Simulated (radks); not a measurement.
Valence configurations of the titanium ion Ti+ (all share [Ar]). Calculated with a radial shooting solver on a logarithmic mesh with Libxc functionals: scalar-relativistic Kohn-Sham, PBE, spin-polarised, spherical densities, finite nucleus; open shells are filled with parallel spins first; Fermi nuclear charge, rms radius 3.5921 fm. Energies are relative to 3d2 4s1; eigenvalues in eV for spin up.

valence,E (eV),moment (Bohr magnetons),e(3d),e(4p),e(4s)
3d2 4s1,0.000,3,-12.107,-,-10.940
3d2 4s0.5 4p0.5,1.953,3,-12.637,-7.332,-11.247
3d1 4s1.5 4p0.5,5.339,2,-16.896,-8.412,-12.718
4s1 4p2,17.376,3,-,-10.556,-15.458
3d1 4s1 4p1,6.752,3,-17.428,-8.862,-13.251
3d2 4p1,3.913,3,-13.154,-7.623,-
3d3,-0.190,3,-8.711,-,-
3d1 4s2,3.555,1,-16.285,-,-12.058
3d1.5 4s1.5,1.568,2,-14.090,-,-11.516
3d2.5 4s0.5,-0.326,3,-10.283,-,-10.121

NIST lists [Ar] 3d2 4s1 as the ground configuration; this level of theory puts 3d2.5 4s0.5 lower, by 0.326 eV. The energies are those of spherical high-spin densities, not of single terms.
